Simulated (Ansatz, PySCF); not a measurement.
Sn(H)(Cl)2(Et) (C₂H₆Cl₂Sn), SMILES C[CH2][SnH]([Cl])[Cl]. Atoms are numbered in the order given.

```xyz
11

Sn     0.0766     0.0849     0.5655
Cl     1.1001    -1.2186    -1.1325
Cl     0.1381     2.3316    -0.1952
C     -2.0090    -0.4872     0.5916
C     -2.6484    -0.2934    -0.7816
H      1.0841    -0.0077     1.9509
H     -2.4901     0.1277     1.3684
H     -2.0390    -1.5369     0.9235
H     -3.7111    -0.5862    -0.7615
H     -2.5941     0.7581    -1.1033
H     -2.1447    -0.9039    -1.5469
```
Charge 0, spin multiplicity 1.

Geometry optimised at B3LYP-D3(BJ)/def2-SVP. The structure was generated by enumeration; whether it is a known compound was not checked. The def2 effective core potentials stand for the cores of Sn; spin–orbit coupling is left out. The values are those of a single conformer.

Two levels are set side by side: PBE-D3(BJ)/def2-SVP (Ansatz, a quantum-chemistry and plane-wave program) and B3LYP-D3(BJ)/def2-SVP (Ansatz). Each level has its own optimised geometry; the coordinates shown are those of the second. Frequencies come from the Hessian of PySCF at each geometry. Differences are taken from unrounded values.

```json
[
 {"quantity": "mean bond length (Å)", "B3LYP-D3(BJ)": "1.566"},
 {"quantity": "bond Sn1–Cl2 (Å)", "B3LYP-D3(BJ)": "2.373"},
 {"quantity": "bond Sn1–Cl3 (Å)", "B3LYP-D3(BJ)": "2.373"},
 {"quantity": "bond Sn1–C4 (Å)", "B3LYP-D3(BJ)": "2.163"},
 {"quantity": "bond C4–C5 (Å)", "B3LYP-D3(BJ)": "1.527"},
 {"quantity": "bond Sn1–H6 (Å)", "B3LYP-D3(BJ)": "1.716"},
 {"quantity": "bond C4–H7 (Å)", "B3LYP-D3(BJ)": "1.101"},
 {"quantity": "bond C4–H8 (Å)", "B3LYP-D3(BJ)": "1.101"},
 {"quantity": "bond C5–H9 (Å)", "B3LYP-D3(BJ)": "1.102"},
 {"quantity": "bond C5–H10 (Å)", "B3LYP-D3(BJ)": "1.101"},
 {"quantity": "bond C5–H11 (Å)", "B3LYP-D3(BJ)": "1.101"},
 {"quantity": "highest harmonic wavenumber (cm⁻¹)", "B3LYP-D3(BJ)": "3130"},
 {"quantity": "mean harmonic wavenumber (cm⁻¹)", "B3LYP-D3(BJ)": "1202"},
 {"quantity": "zero-point energy (kcal/mol)", "B3LYP-D3(BJ)": "46.40"}
]
```

**Question.** What does PBE-D3(BJ) give, and how far is it from B3LYP-D3(BJ)? (Estimate from the structure and the level; the computed values follow.)

**Answer.** 
| quantity | PBE-D3(BJ) | PBE-D3(BJ) minus B3LYP-D3(BJ) |
|---|---|---|
| mean bond length (Å) | 1.573 | 0.007 |
| bond Sn1–Cl2 (Å) | 2.378 | 0.005 |
| bond Sn1–Cl3 (Å) | 2.378 | 0.005 |
| bond Sn1–C4 (Å) | 2.169 | 0.006 |
| bond C4–C5 (Å) | 1.527 | 0.000 |
| bond Sn1–H6 (Å) | 1.728 | 0.012 |
| bond C4–H7 (Å) | 1.109 | 0.008 |
| bond C4–H8 (Å) | 1.109 | 0.008 |
| bond C5–H9 (Å) | 1.110 | 0.008 |
| bond C5–H10 (Å) | 1.109 | 0.008 |
| bond C5–H11 (Å) | 1.109 | 0.008 |
| highest harmonic wavenumber (cm⁻¹) | 3074 | -55 |
| mean harmonic wavenumber (cm⁻¹) | 1170 | -32 |
| zero-point energy (kcal/mol) | 45.18 | -1.23 |

GGA bonds tend to be longer and softer than those of functionals with exact exchange. Differences between two approximate levels are no errors against the true value.
